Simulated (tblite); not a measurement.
C5H9B.
Numbering: `[BH2:1]/[CH:2]=[CH:3]/[C:4](=[CH2:5])[CH3:6]` (hydrogens: H7, H8 on B1; H9 on C2; H10 on C3; H11, H12 on C5; H13, H14, H15 on C6)

Computed with GFN2-xTB (tblite), gas phase: Langevin dynamics at 400 K from the optimised GFN2-xTB geometry, time step 0.5 fs, friction 0.01 fs⁻¹, 2000 steps. Over the second half of the run the saved frames average 388 K.

The optimised geometry, where the run starts:
```
atom  x, y, z in Å
B1      2.837    0.636   -0.133
C2      1.361    0.488    0.260
C3      0.454   -0.166   -0.496
C4     -0.954   -0.350   -0.199
C5     -1.728   -1.027   -1.052
C6     -1.510    0.230    1.068
H7      3.224    0.169   -1.134
H8      3.577    1.214    0.566
H9      1.007    0.923    1.187
H10     0.782   -0.611   -1.428
H11    -1.335   -1.446   -1.962
H12    -2.778   -1.185   -0.868
H13    -1.000   -0.192    1.932
H14    -1.369    1.309    1.085
H15    -2.572    0.016    1.152
```

t = 250 fs, T = 354 K, E(pot) 0.578 eV above the start
```
atom  x, y, z in Å  |  force x, y, z in eV/Å
B1      2.418    0.758   -0.867    0.961   0.150  -0.835
C2      1.183    0.216   -0.166    1.684  -0.216   1.321
C3      0.007    0.085   -0.750   -0.572  -0.808   0.297
C4     -1.226   -0.419   -0.227   -1.231   0.809   0.264
C5     -2.295   -0.448   -1.026   -1.815  -0.988   0.201
C6     -1.372   -0.526    1.276    1.688  -0.609  -1.561
H7      2.333    0.659   -2.065    0.420   0.376   0.576
H8      3.451    1.149   -0.321   -1.159  -0.403  -0.485
H9      1.337   -0.180    0.829   -0.299   0.267   0.430
H10    -0.025    0.285   -1.766   -0.240   0.700  -1.827
H11    -2.329   -0.243   -2.096    0.341  -0.108   0.451
H12    -3.285   -0.824   -0.615    1.276   0.616  -0.540
H13    -0.474   -1.060    1.543    0.265  -0.255   0.740
H14    -1.274    0.477    1.620   -0.370   0.539   0.702
H15    -2.205   -1.089    1.597   -0.951  -0.070   0.267
```

t = 325 fs, T = 353 K, E(pot) 0.473 eV above the start
```
atom  x, y, z in Å  |  force x, y, z in eV/Å
B1      2.501    0.575   -1.114    0.235   0.127  -0.750
C2      1.219    0.522   -0.288   -0.661  -0.578  -0.393
C3      0.029    0.155   -0.854   -0.214   0.166   0.072
C4     -1.182   -0.425   -0.220    1.549   0.217   0.663
C5     -2.377   -0.373   -0.778   -2.004  -0.912  -0.897
C6     -0.970   -1.077    1.143   -1.082   0.974  -0.840
H7      2.399    0.611   -2.306    0.151   0.031   0.509
H8      3.584    0.448   -0.629   -0.567   0.118  -0.108
H9      1.321    0.510    0.782   -0.167  -0.229   0.374
H10    -0.112    0.379   -1.916    0.183  -0.344   0.227
H11    -2.579   -0.170   -1.867    0.312   0.244   1.490
H12    -3.271   -0.766   -0.195    1.190   0.526  -0.958
H13    -0.523   -2.031    1.014    0.689  -0.652  -0.131
H14    -0.363   -0.407    1.703    0.517   0.137   0.717
H15    -1.912   -1.249    1.653   -0.133   0.175   0.025
```

t = 350 fs, T = 273 K, E(pot) 0.739 eV above the start
```
atom  x, y, z in Å  |  force x, y, z in eV/Å
B1      2.378    0.665   -1.090    0.109  -0.043   1.783
C2      1.139    0.531   -0.117    1.787   1.089  -0.958
C3      0.081    0.093   -0.797   -0.812  -0.259   1.303
C4     -1.113   -0.457   -0.199    0.973   0.029   1.292
C5     -2.298   -0.407   -0.760   -0.765   0.151  -0.977
C6     -0.778   -1.211    1.086    0.179  -0.401  -0.401
H7      2.281    0.602   -2.232   -0.177   0.067  -0.432
H8      3.445    0.671   -0.601    0.085   0.095  -0.104
H9      1.161    0.788    0.974   -0.186  -0.455  -1.286
H10     0.095   -0.106   -1.828    0.352   0.273  -1.167
H11    -2.629    0.136   -1.658    0.765  -0.276   0.540
H12    -3.035   -1.029   -0.356   -1.273  -0.440   0.653
H13    -0.434   -2.206    0.772   -0.198   0.057   0.164
H14     0.065   -0.788    1.644   -0.311   0.159  -0.365
H15    -1.585   -1.320    1.788   -0.526  -0.046  -0.047
```

t = 400 fs, T = 363 K, E(pot) 0.648 eV above the start
```
atom  x, y, z in Å  |  force x, y, z in eV/Å
B1      2.522    1.037   -0.930   -1.349  -0.200  -0.497
C2      1.277    0.534   -0.142    0.652   0.154  -0.217
C3      0.122    0.074   -0.649   -0.140   0.765  -1.857
C4     -0.951   -0.654   -0.030   -3.010   0.343  -0.597
C5     -2.230   -0.407   -0.472    0.907  -0.482  -0.798
C6     -0.812   -1.583    1.100    0.690   0.842   1.486
H7      2.366    1.433   -2.022    0.109   0.066   0.011
H8      3.571    0.876   -0.501    0.547   0.047   0.324
H9      1.432    0.472    0.917   -0.125  -0.445   0.574
H10    -0.127    0.303   -1.754    0.695  -0.377   1.550
H11    -2.294    0.334   -1.261   -0.277  -0.043  -0.009
H12    -3.184   -0.975   -0.345    1.341   0.606   0.593
H13    -0.493   -2.562    0.855    0.426  -0.864  -0.467
H14    -0.112   -1.164    1.837    0.180  -0.185  -0.215
H15    -1.740   -1.646    1.631   -0.646  -0.227   0.120
```

t = 450 fs, T = 394 K, E(pot) 0.547 eV above the start
```
atom  x, y, z in Å  |  force x, y, z in eV/Å
B1      2.262    1.274   -0.653   -0.214  -0.478  -0.775
C2      1.302    0.164   -0.123    0.290   1.773  -1.337
C3      0.006    0.233   -0.465    0.479  -0.613   1.630
C4     -1.053   -0.516    0.166    1.992  -1.251   0.710
C5     -2.244   -0.386   -0.336   -2.108   0.944  -0.530
C6     -0.676   -1.633    1.140   -0.590  -0.164  -1.101
H7      2.243    1.721   -1.767   -0.372  -0.365   0.528
H8      3.098    1.722   -0.004    0.355   0.071   0.585
H9      1.563   -0.524    0.621    0.540  -0.725   0.817
H10    -0.372    0.931   -1.128   -0.227   1.238  -1.352
H11    -2.583    0.434   -0.951    0.501  -0.021  -0.335
H12    -3.059   -0.973   -0.044   -0.920  -0.876   0.596
H13    -0.112   -2.364    0.502   -0.864   0.085   0.731
H14     0.057   -1.294    1.859   -0.296   0.169   0.409
H15    -1.620   -2.035    1.621    1.435   0.213  -0.575
```

t = 675 fs, T = 420 K, E(pot) 0.865 eV above the start
```
atom  x, y, z in Å  |  force x, y, z in eV/Å
B1      2.101    1.976   -0.476   -1.141  -0.684   0.708
C2      0.978    0.919   -0.007   -0.295  -0.608  -1.687
C3     -0.391    1.014   -0.286    3.111  -1.147   1.065
C4     -1.343   -0.106   -0.080    0.656   1.331  -0.011
C5     -2.605    0.288   -0.133   -1.671  -1.931  -0.198
C6     -0.818   -1.478    0.189    0.871   2.066   0.414
H7      1.779    2.605   -1.406    0.197   0.202  -0.039
H8      3.161    2.137    0.042   -0.542  -0.287  -0.191
H9      1.415   -0.132    0.146   -0.751   1.562   0.390
H10    -0.721    1.989   -0.603   -0.410  -0.093   0.161
H11    -2.780    1.286   -0.308   -0.459   1.996  -0.326
H12    -3.564   -0.287   -0.145    1.315   0.024   0.337
H13     0.055   -1.561   -0.404    0.760  -0.584  -0.863
H14    -0.449   -1.523    1.205   -0.377  -0.264   0.400
H15    -1.541   -2.167   -0.063   -1.263  -1.581  -0.159
```

t = 775 fs, T = 477 K, E(pot) 0.712 eV above the start
```
atom  x, y, z in Å  |  force x, y, z in eV/Å
B1      1.869    1.697    0.745    1.284   0.095  -0.287
C2      1.153    0.459    0.263    0.310  -0.990   1.689
C3     -0.086    0.680   -0.117   -2.569   0.680  -2.595
C4     -1.272   -0.221   -0.195    2.031  -0.688   0.670
C5     -2.458    0.325   -0.322    0.206   2.500  -0.302
C6     -1.029   -1.717    0.032   -0.996   0.576   1.392
H7      1.701    2.791    0.389   -0.394   0.049  -0.203
H8      2.777    1.529    1.442    0.264   0.001   0.558
H9      1.285   -0.514    0.767    0.459   0.358  -0.400
H10    -0.264    1.622   -0.710   -0.063  -0.670   0.959
H11    -2.615    1.430   -0.408    0.460  -1.067   0.063
H12    -3.339   -0.190   -0.395   -1.759  -1.341  -0.018
H13    -0.308   -2.123   -0.649    0.383  -0.049  -0.025
H14    -0.764   -1.871    1.111    0.493   0.270  -0.912
H15    -1.948   -2.307   -0.007   -0.109   0.279  -0.589
```

t = 925 fs, T = 355 K, E(pot) 0.718 eV above the start
```
atom  x, y, z in Å  |  force x, y, z in eV/Å
B1      2.429    1.014    1.265   -0.491  -0.300   0.120
C2      1.192    0.218    0.783    1.884  -1.050   0.022
C3     -0.001    0.728    0.557   -1.498   0.489  -0.426
C4     -1.071    0.075   -0.188    1.147  -0.020   0.147
C5     -1.946    0.652   -1.012    1.633   2.958   1.155
C6     -0.972   -1.405   -0.210   -2.393  -1.876   0.274
H7      2.473    2.179    1.271   -0.118   0.038  -0.021
H8      3.333    0.392    1.622    0.480  -0.112   0.109
H9      1.365   -0.830    0.476    0.009   0.593   0.033
H10    -0.186    1.679    0.991   -0.365   0.947  -0.114
H11    -1.925    1.777   -1.192   -0.267  -1.704   0.356
H12    -2.610    0.057   -1.517   -1.407  -0.831  -1.228
H13    -2.086   -1.699   -0.421    1.834  -0.302   0.747
H14    -0.454   -1.787   -1.081    0.377   0.148  -0.127
H15    -0.552   -1.952    0.698   -0.825   1.021  -1.047
```

t = 950 fs
```
atom  x, y, z in Å
B1      2.389    0.983    1.520
C2      1.353    0.183    0.725
C3      0.111    0.677    0.445
C4     -0.992    0.004   -0.230
C5     -1.758    0.839   -0.992
C6     -0.984   -1.492   -0.290
H7      2.071    2.087    1.594
H8      3.321    0.493    2.012
H9      1.469   -0.905    0.465
H10    -0.016    1.750    0.525
H11    -1.692    1.921   -0.950
H12    -2.493    0.347   -1.645
H13    -2.048   -1.876   -0.377
H14    -0.496   -1.942   -1.079
H15    -0.631   -1.938    0.592
```

Task: Estimate the potential energy and the forces of this last frame.

Result: 0.519 eV above the start.

| atom | Fx (eV/Å) | Fy (eV/Å) | Fz (eV/Å) |
| --- | --- | --- | --- |
| B1 | -0.524 | -0.365 | -0.503 |
| C2 | -0.968 | -1.365 | -0.254 |
| C3 | 0.947 | -0.086 | -0.162 |
| C4 | 0.658 | 1.403 | -1.005 |
| C5 | -0.112 | -1.852 | 0.452 |
| C6 | -3.337 | 0.437 | 0.644 |
| H7 | 0.336 | 0.654 | 0.359 |
| H8 | 0.102 | 0.040 | 0.024 |
| H9 | 0.103 | 0.989 | 0.409 |
| H10 | -0.130 | 0.001 | 0.341 |
| H11 | -0.061 | -0.498 | -0.053 |
| H12 | 0.253 | 0.689 | 0.270 |
| H13 | 0.789 | 0.545 | -0.002 |
| H14 | 1.282 | -0.357 | -1.846 |
| H15 | 0.663 | -0.235 | 1.323 |

The bond farthest from its length at the start is C6–H14 (1.031 against 1.089 Å), and half the difference of its two atoms' forces along it is +2.22 eV/Å (positive lengthens). The largest atomic force is 3.43 eV/Å.

What follows is the cost of the whole dynamics run. Time: 9.2 s of wall time; peak memory 0.19 GiB. Hardware: one thread of an Arm Neoverse V1 (shared host).
